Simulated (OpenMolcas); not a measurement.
# Cr5+, Mo5+, W5+: d down the group

* Program: OpenMolcas
* Method: SS-RASPT2, IPEA 0.25 Eh, imaginary shift 0.1 Eh
* Basis: ANO-RCC-VQZP
* Scalar Hamiltonian: DKH2, point nucleus
* Spin-orbit coupling: state interaction with AMFI integrals over the reference wave functions, term energies averaged over their components

Active space for each ion: 7 electrons in 8 orbitals (RAS1 p, at most 2 holes; RAS2 d); closed shells correlated by CASPT2: Cr5+ 3s; Mo5+ 4s; W5+ 5s.

Computed levels in cm-1 above 2D 3/2:

```csv
Level,Cr5+,Mo5+,W5+
2D 5/2,946,2645,9479
weight of 2D in the lowest level (%),100,100,100
```

Measured, with the error of the calculation in %. Measured levels: Cr5+ from Sugar and Corliss, J. Phys. Chem. Ref. Data 6, 317 (1977); Mo5+ from Sugar and Musgrove, J. Phys. Chem. Ref. Data 17, 155 (1988); W5+ from the list in J. Phys. B 45, 035002 (2012).

```tsv
Level	Cr5+	Mo5+	W5+
2D 5/2	940 (+0.6)	2584 (+2.4)	8709 (+8.8)
```

The fine-structure level 2D 5/2 changes by a factor of 10 from Cr5+ to W5+.

Active for correlation alone: 3p; no level in the range computed is led by a configuration that opens it, so any true level of that kind is missing (holds for Cr5+). Active for correlation alone: 4p; no level in the range computed is led by a configuration that opens it, so any true level of that kind is missing (holds for Mo5+). Active for correlation alone: 5p; no level in the range computed is led by a configuration that opens it, so any true level of that kind is missing (holds for W5+). Computed and measured levels are paired by configuration, term and J; levels that our copy of the source lacks, or whose pairing is in doubt (as where it misses far off the trend of its configuration), stay unpaired and out of the deviations. Levels of configurations outside the active space are missing.
